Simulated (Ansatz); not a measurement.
Computed with Ansatz on PBE0-D4/def2-TZVP structures; ΔE is electronic, products minus reactants. CBS: MP2 limit from def2 TZ/QZ plus the TZ coupled-cluster correction, frozen cores. This one scheme is used for every species. DFT in def2-TZVPP. Elements past krypton have def2 core potentials. For Ga, Ge, Te outer-core shells are correlated without core-valence functions, which leaves a few kJ/mol of doubt a bond. Scalar relativity is left out up to krypton. Each species was taken in one conformer, which may not be the lowest.

Reaction (ligand exchange at a Ge–O bond): `C[O][GeH2][GaH2]` + H₂Te → `[GaH2][GeH2][TeH]` + CH₃OH

```
             level  ΔE (kJ/mol)  difference from CCSD(T)/CBS
         revPBE-D4        -53.2                          4.1
          BHLYP-D4        -55.8                          1.5
         CAM-B3LYP        -43.7                         13.6
      MP2/def2-SVP        -49.8                          7.5
    MP2/def2-TZVPP        -55.6                          1.7
   CCSD/def2-TZVPP        -47.7                          9.6
CCSD(T)/def2-TZVPP        -47.6                          9.7
     HF/def2-QZVPP        -48.8                          8.5
SCS-MP2/def2-QZVPP        -53.7                          3.6
      HF/CBS(def2)        -48.8                          8.5
       CCSD(T)/CBS        -57.3                            0
```

Largest T1 diagnostic among the species: 0.013.

At CCSD(T), def2-SVP lies +12.7 kJ/mol from the extrapolated value and def2-TZVPP +9.7 kJ/mol. From BLYP to BHLYP (50 % exact exchange), in def2-TZVPP and without D4, ΔE moves by −4.3 kJ/mol. Leaving LDA and LC-ωPBE aside and taking each functional with its dispersion term where it has one, the values, not all of them listed here, spread over 25.1 kJ/mol, from HSE06-D4 to B97M-V. LDA lies +5.2 kJ/mol from PBE without D4.

CCSD(T)/CBS has its own doubt, a few kJ/mol and more with outer-core shells, so smaller differences from it don't rank the levels.
